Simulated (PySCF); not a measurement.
Mg(Me) (CH3Mg), SMILES [CH3][Mg+], charge +1.

The structure is a stationary point at PBE0-D3(BJ)/def2-TZVP. The multiplicity is an assumed one; other spin states were not compared. The isomer is the one that the SMILES or the coordinates give; other isomers of the formula were not compared.

Calculation: CAM-B3LYP/def2-TZVPD (PySCF).

Symmetry labels are those of the subgroup Cs that the program uses (full group C3v).

Computed valence orbital energies around the gap with their symmetry:
| orbital | symmetry | energy (eV) |
|---|---|---|
| HOMO−7 | A' | -94.33 |
| HOMO−6 | A' | -60.13 |
| HOMO−5 | A" | -60.13 |
| HOMO−4 | A' | -60.05 |
| HOMO−3 | A' | -25.45 |
| HOMO−2 | A" | -17.64 |
| HOMO−1 | A' | -17.64 |
| HOMO | A' | -14.36 |
| LUMO | A' | -7.68 |
| LUMO+1 | A" | -4.86 |
| LUMO+2 | A' | -4.86 |
| LUMO+3 | A' | -3.27 |
